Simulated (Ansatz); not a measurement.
`C[Si](C)(C)C#Cc1ccc(-c2ccc(-c3ccc(-c4ccc(-c5ccc(-c6ccc(C#C[Si](C)(C)C)[se]6)[se]5)[se]4)[se]3)[se]2)[se]1`. Charge 0, multiplicity 1. Geometry PBE-D4/def2-SVP; atoms count from 1.

```xyz
72

C     0.348   -1.040   14.941
Si    1.320   -2.555   14.365
C     3.111   -2.461   14.965
C     0.503   -4.144   14.985
C     1.314   -2.572   12.518
C     1.313   -2.593   11.278
C     1.297   -2.580    9.876
C     1.725   -3.559    8.978
C     1.559   -3.255    7.607
C     0.992   -2.011    7.321
C     0.713   -1.451    6.024
C     1.243   -1.834    4.792
C     0.783   -1.108    3.669
C    -0.140   -0.093    3.928
C    -0.777    0.807    3.012
C    -1.525    1.955    3.283
C    -2.029    2.651    2.160
C    -1.725    2.100    0.914
C    -2.112    2.583   -0.382
C    -3.146    3.470   -0.693
C    -3.319    3.764   -2.065
C    -2.435    3.133   -2.943
C    -2.388    3.239   -4.375
C    -2.920    4.250   -5.178
C    -2.731    4.097   -6.572
C    -2.035    2.956   -6.974
C    -1.699    2.551   -8.314
C    -2.301    2.967   -9.503
C    -1.766    2.419  -10.693
C    -0.707    1.523  -10.527
C     0.013    0.815  -11.500
C     0.662    0.176  -12.342
Si    1.630   -0.758  -13.607
C     2.112   -2.431  -12.871
C     0.542   -0.992  -15.136
C     3.176    0.239  -14.046
Se   -0.289    1.345   -8.681
Se   -1.585    1.909   -5.460
Se   -1.204    2.073   -1.966
Se   -0.711    0.514    1.137
Se   -0.529   -0.040    5.785
Se    0.625   -1.076    8.924
H    -0.699   -1.078   14.579
H     0.808   -0.104   14.563
H     0.328   -0.990   16.050
H     3.149   -2.445   16.075
H     3.608   -1.544   14.589
H     3.694   -3.336   14.613
H     1.054   -5.039   14.632
H    -0.543   -4.220   14.624
H     0.487   -4.165   16.095
H     2.150   -4.508    9.336
H     1.827   -3.962    6.808
H     1.999   -2.628    4.713
H     1.151   -1.303    2.650
H    -1.680    2.309    4.314
H    -2.597    3.588    2.252
H    -3.810    3.871    0.086
H    -4.128    4.411   -2.434
H    -3.415    5.129   -4.741
H    -3.069    4.848   -7.301
H    -3.158    3.655   -9.503
H    -2.154    2.656  -11.693
H     2.702   -3.022  -13.603
H     1.213   -3.019  -12.597
H     2.728   -2.302  -11.958
H     0.234   -0.014  -15.558
H     1.092   -1.549  -15.922
H    -0.376   -1.561  -14.887
H     2.905    1.231  -14.460
H     3.783   -0.298  -14.805
H     3.810    0.404  -13.151
```

Single mean-field runs in def2-SVP are fitted with def2-universal-jkfit.

(1) Estimate the Mulliken populations of the heavy atoms from the PBE0/def2-SVP orbitals of Ansatz.

(2) And the Mayer bond orders between heavy atoms (over 0.3, the first 40 of 47)?

Results:

(1) 
| atom | charge (e) |
| --- | --- |
| C1 | -0.33 |
| Si2 | 0.53 |
| C3 | -0.33 |
| C4 | -0.33 |
| C5 | -0.39 |
| C6 | 0.15 |
| C7 | -0.22 |
| C8 | 0.04 |
| C9 | -0.03 |
| C10 | -0.13 |
| C11 | -0.13 |
| C12 | -0.01 |
| C13 | -0.04 |
| C14 | -0.12 |
| C15 | -0.12 |
| C16 | -0.04 |
| C17 | -0.01 |
| C18 | -0.13 |
| C19 | -0.13 |
| C20 | -0.01 |
| C21 | -0.01 |
| C22 | -0.13 |
| C23 | -0.13 |
| C24 | -0.01 |
| C25 | -0.01 |
| C26 | -0.13 |
| C27 | -0.13 |
| C28 | -0.03 |
| C29 | 0.04 |
| C30 | -0.22 |
| C31 | 0.15 |
| C32 | -0.39 |
| Si33 | 0.53 |
| C34 | -0.33 |
| C35 | -0.33 |
| C36 | -0.32 |
| Se37 | 0.26 |
| Se38 | 0.23 |
| Se39 | 0.23 |
| Se40 | 0.23 |
| Se41 | 0.23 |
| Se42 | 0.26 |
Mulliken values depend strongly on the basis.

(2) C1–Si2 1.02 (1.89 Å); Si2–C3 1.02 (1.89 Å); Si2–C4 1.02 (1.89 Å); Si2–C5 0.85 (1.85 Å); C5–C6 2.68 (1.24 Å); C6–C7 1.09 (1.40 Å); C7–C8 1.48 (1.40 Å); C7–Se42 1.07 (1.90 Å); C8–C9 1.29 (1.41 Å); C9–C10 1.49 (1.40 Å); C10–C11 1.16 (1.44 Å); C10–Se42 1.10 (1.89 Å); C11–C12 1.50 (1.40 Å); C11–Se41 1.09 (1.89 Å); C12–C13 1.30 (1.41 Å); C13–C14 1.48 (1.40 Å); C14–C15 1.20 (1.43 Å); C14–Se41 1.09 (1.90 Å); C15–C16 1.48 (1.40 Å); C15–Se40 1.09 (1.90 Å); C16–C17 1.30 (1.41 Å); C17–C18 1.49 (1.40 Å); C18–C19 1.17 (1.44 Å); C18–Se40 1.09 (1.90 Å); C19–C20 1.49 (1.40 Å); C19–Se39 1.09 (1.90 Å); C20–C21 1.29 (1.41 Å); C21–C22 1.49 (1.40 Å); C22–C23 1.17 (1.44 Å); C22–Se39 1.09 (1.90 Å); C23–C24 1.50 (1.40 Å); C23–Se38 1.09 (1.90 Å); C24–C25 1.29 (1.41 Å); C25–C26 1.50 (1.40 Å); C26–C27 1.16 (1.44 Å); C26–Se38 1.09 (1.89 Å); C27–C28 1.50 (1.40 Å); C27–Se37 1.10 (1.89 Å); C28–C29 1.29 (1.41 Å); C29–C30 1.48 (1.40 Å).
